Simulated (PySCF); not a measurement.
In(NCO)(OMe)2 (C₃H₆InNO₃), SMILES C[O][In]([N]=C=O)[O]C.

Geometry optimised at B3LYP-D3(BJ)/def2-SVP. The def2 effective core potentials stand for the cores of In; spin–orbit coupling is left out. Other conformers were not sampled.

Computed with B3LYP-D3(BJ)/def2-SVP in PySCF 2.14.0.

Frequencies are harmonic and unscaled.

Computed vibrational spectrum:
| mode | ν (cm⁻¹) | IR (km/mol) | moving atoms (share of kinetic energy) |
|---|---|---|---|
| 1 | 33 | 1.6 | O 38 %, H 29 %, C 22 %, In 9 % |
| 2 | 35 | 0.6 | O 34 %, C 20 %, N 19 %, H 17 %, In 9 % |
| 3 | 47 | 0.2 | H 64 %, O 20 %, C 13 % |
| 4 | 51 | 1.7 | H 61 %, O 19 %, N 11 % |
| 5 | 61 | 3.6 | C 41 %, H 33 %, O 13 %, In 11 % |
| 6 | 69 | 0.4 | C 28 %, H 23 %, O 21 %, N 18 %, In 11 % |
| 7 | 109 | 5.8 | O 36 %, H 25 %, N 21 %, C 13 % |
| 8 | 113 | 10.4 | N 39 %, O 23 %, C 22 %, H 9 % |
| 9 | 147 | 35.2 | O 55 %, H 20 %, In 18 % |
| 10 | 222 | 13.9 | C 37 %, O 33 %, H 19 % |
| 11 | 253 | 26.9 | O 38 %, C 31 %, H 18 %, In 13 % |
| 12 | 413 | 44.6 | N 38 %, O 26 %, C 22 %, In 13 % |
| 13 | 521 | 34.9 | O 72 %, C 12 %, In 9 % |
| 14 | 560 | 60.6 | O 63 %, In 20 %, C 10 % |
| 15 | 615 | 21.9 | C 73 %, O 15 %, N 13 % |
| 16 | 633 | 26.8 | C 65 %, N 21 %, O 13 % |
| 17 | 1093 | 345.9 | O 50 %, C 45 % |
| 18 | 1102 | 123.0 | O 51 %, C 44 % |
| 19 | 1166 | 1.0 | H 77 %, C 18 % |
| 20 | 1166 | 0.7 | H 77 %, C 18 % |
| 21 | 1181 | 0.3 | H 75 %, C 19 % |
| 22 | 1188 | 1.3 | H 73 %, C 19 %, O 8 % |
| 23 | 1426 | 17.2 | N 56 %, O 43 % |
| 24 | 1465 | 2.7 | H 95 % |
| 25 | 1467 | 20.4 | H 92 % |
| 26 | 1468 | 2.6 | H 96 % |
| 27 | 1472 | 26.7 | H 92 % |
| 28 | 1478 | 37.4 | H 93 % |
| 29 | 1481 | 19.4 | H 92 % |
| 30 | 2365 | 1454.4 | C 71 %, N 15 %, O 14 % |
| 31 | 2973 | 157.3 | H 97 % |
| 32 | 2975 | 54.6 | H 97 % |
| 33 | 3038 | 45.8 | H 90 %, C 10 % |
| 34 | 3042 | 47.3 | H 90 %, C 10 % |
| 35 | 3061 | 35.1 | H 90 %, C 10 % |
| 36 | 3069 | 27.5 | H 91 %, C 9 % |
